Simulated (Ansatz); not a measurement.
`FC(F)(Br)I` + HCl → `FC(F)(Cl)Br` + HI at 600 K and 1 bar (substitution at a C–I bond).

Calculated with Ansatz (gas phase, PBE0-D4/def2-TZVP geometries, no zero-point term in ΔE). CBS: MP2 limit from def2 TZ/QZ plus the TZ coupled-cluster correction, frozen cores. This one scheme is used for every species. Elements past krypton have def2 core potentials. For Br, I outer-core shells are correlated without core-valence functions, which leaves a few kJ/mol of doubt a bond. Scalar relativity is left out up to krypton.

```
      species  CCSD(T)/CBS energy (Eh)  H − E (kJ/mol)  S (J/(mol·K))
 `FC(F)(Br)I`              -3108.36666            73.7          401.2
          HCl               -460.38127            35.4          207.2
`FC(F)(Cl)Br`              -3270.70957            74.7          378.1
           HI               -298.03592            31.6          227.0
```

H − E and S are ideal-gas, rigid-rotor, harmonic terms from PBE0-D4/def2-TZVP. 1 Eh = 2625.50 kJ/mol, R = 8.31446 J/(mol·K).

Task: By hand: ΔE, ΔH, ΔS and ΔG.

Result: ΔE = (-3270.70957) + (-298.03592) − (-3108.36666) − (-460.38127) = 0.00244 Eh = 6.4 kJ/mol. Δ(H − E) = 74.7 + 31.6 − 73.7 − 35.4 = -2.8, so ΔH = 3.6 kJ/mol. ΔS = 378.1 + 227.0 − 401.2 − 207.2 = -3.3 J/(mol·K). ΔG = 3.6 − 600 × (-3.3)/1000 = 5.6 kJ/mol.

Task: By hand: the equilibrium constant, and the temperature at which ΔG would vanish if ΔH and ΔS stayed fixed.

Result: log₁₀ K = −ΔG/(RT ln 10) = -0.5. ΔH and −TΔS have one sign here, so there is no such temperature.

TΔS isn't small against ΔH here. The sign of ΔG lies within the doubt. A doubt of 5 kJ/mol in ΔE shifts log₁₀ K by 0.4 here. These are equilibria of isolated gas molecules and say nothing of rates. Largest T1 diagnostic: 0.010 (customary marks: 0.02 for closed shells, 0.045 for open ones).

ΔS is within the doubt of such terms, so its sign, and with it that verdict, could turn.
